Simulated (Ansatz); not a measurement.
Consider the formal exchange of groups at a C–C bond: `C/C=C(\F)CS` + `CO[SiH3]` → `CO[SiH2]CS` + `C/C=C\F`.

Gas-phase electronic energies from Ansatz, PBE0-D4/def2-TZVP geometries. CCSD(T)/CBS adds triple-zeta CCSD(T) − MP2 to the extrapolated MP2 energy (def2 sets, frozen cores). Double bonds are as drawn, so ΔE can hold a change between cis and trans. Functionals use def2-TZVPP. Each species was taken in one conformer, which may not be the lowest.

| species | PBE0-D4 energy (Eh) |
| --- | --- |
| `C/C=C(\F)CS` | -654.35101 |
| `CO[SiH3]` | -406.25239 |
| `CO[SiH2]CS` | -843.61827 |
| `C/C=C\F` | -216.99449 |

(1) Work out ΔE.

Largest T1 diagnostic among the species: 0.011.

Answers

(1) ΔE = (-843.61827) + (-216.99449) − (-654.35101) − (-406.25239) = -0.00936 Eh = -24.6 kJ/mol. CCSD(T)/CBS gives -25.1 kJ/mol.
